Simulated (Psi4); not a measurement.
Psi4 input (wB97X-D/6-31G*):

```
memory 1500 MB

molecule {
0 1
N     0.02965800    1.57863600   -0.55059800
Si   -0.17442500    0.08708400    0.28068700
N    -0.89357700   -0.94432500   -0.88466100
N     1.14702200   -0.82892100    0.89070600
H     0.12508600    2.44042700   -0.03793400
H     0.49570500    1.62459800   -1.44332600
H    -0.93018300    0.46686300    1.50097000
H    -0.99170800   -1.92976200   -0.70330600
H    -1.61008800   -0.59735500   -1.50096300
H     1.54359600   -0.61600000    1.79182200
H     1.82781800   -1.24567100    0.27498400
symmetry c1
no_reorient
no_com
}

set {
  basis 6-31G*
  reference rks
  scf_type pk
  dft_radial_points 99
  dft_spherical_points 590
  e_convergence 1e-8
  d_convergence 1e-7
  maxiter 150
}

e = energy('wb97x-d')
print_out(f'\nFINAL {e:.10f} DIPOLE {variable("CURRENT DIPOLE")[0]:.6f} {variable("CURRENT DIPOLE")[1]:.6f} {variable("CURRENT DIPOLE")[2]:.6f}\n')
```

From the output:

```
      55A      1.194623    56A      1.252473    57A      1.252677
      58A      1.293286    59A      1.358961    60A      1.771547
      61A      1.802624    62A      1.826168    63A      1.928004
      64A      1.971307    65A      2.025110    66A      2.249626
      67A      2.255517    68A      2.304695    69A      2.377822
      70A      2.472380    71A      2.499818    72A      2.528389
      73A      2.586938    74A      2.601803    75A      3.122613
      76A      3.789934    77A      3.840048    78A      3.863259

    Final Occupation by Irrep:
              A
    DOCC [    21 ]
    NA   [    21 ]
    NB   [    21 ]

  @RKS Final Energy:  -457.96419014039151

   => Energetics <=

    Nuclear Repulsion Energy =            185.1829669491920072
    One-Electron Energy =                -997.9950178300061907
    Two-Electron Energy =                 386.1459385841562835
    DFT Exchange-Correlation Energy =     -31.2946650680444804
    Empirical Dispersion Energy =          -0.0034127756890821
    VV10 Nonlocal Energy =                  0.0000000000000000
    Total Energy =                       -457.9641901403915085

Computation Completed

Properties will be evaluated at   0.000000,   0.000000,   0.000000 [a0]

Properties computed using the SCF density matrix

 Multipole Moments:

 ------------------------------------------------------------------------------------
     Multipole            Electronic (a.u.)      Nuclear  (a.u.)        Total (a.u.)
 ------------------------------------------------------------------------------------

 L = 1.  Multiply by 2.5417464519 to convert [e a0] to [Debye]
 Dipole X            :          0.4508771           -0.0000057            0.4508715
 Dipole Y            :          0.0829041            0.0000113            0.0829155
 Dipole Z            :         -0.2110219           -0.0000113           -0.2110332
 Magnitude           :                                                    0.5046732

 ------------------------------------------------------------------------------------

FINAL -457.9641901404 DIPOLE 0.450871 0.082915 -0.211033

*** Psi4 exiting successfully. Buy a developer a beer!
```

The geometry given is a B3LYP-D3(BJ)/def2-TZVP minimum.
